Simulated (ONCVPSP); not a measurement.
## An all-electron radial function and its pseudo partner (zirconium (Zr))

Columns: radius, all-electron u(r) and pseudo u(r) of the 4d shell (level -3.60 eV) of zirconium in the configuration [Kr] 4d2 5s2; PBE, scalar-relativistic, ONCV scheme, ONCVPSP 4.0.1.

```
r (bohr)  all-electron  pseudo
   0.163       -0.2055  0.0035
   0.325       -0.2928  0.0264
   0.488       -0.1316  0.0825
   0.650        0.0987  0.1742
   0.813        0.3093  0.2940
   0.975        0.4701  0.4235
   1.138        0.5803  0.5445
   1.300        0.6455  0.6392
   1.463        0.6766  0.6991
   1.625        0.6829  0.7217
   1.788        0.6726  0.7126
   1.950        0.6515  0.6820
   2.113        0.6238  0.6414
   2.275        0.5927  0.6002
   2.438        0.5600  0.5620
   2.600        0.5272  0.5275
   2.763        0.4947  0.4947
   2.925        0.4633  0.4633
   3.088        0.4330  0.4330
   3.250        0.4040  0.4041
   3.413        0.3763  0.3763
   3.575        0.3501  0.3501
   3.738        0.3252  0.3252
   3.900        0.3017  0.3017
   4.063        0.2795  0.2795
   4.225        0.2588  0.2588
```

Problem. How many radial nodes do the two functions have?

Solution. The all-electron 4d function has n − l − 1 = 1; the pseudo-wave has 0, since the states of the same l below it are removed with the core.

Problem. At about which radius was the pseudo-wave matched?

Solution. 2.95 bohr. The columns agree to 0.0005 from 2.60 bohr on; several derivatives are matched, so the curves merge somewhat inside the radius.

Problem. Is the pseudo-wave norm-conserving?

Solution. Yes: the ONCV scheme keeps the norm inside the radius equal to the all-electron one, which fixes the energy derivative of the logarithmic derivative at the level.
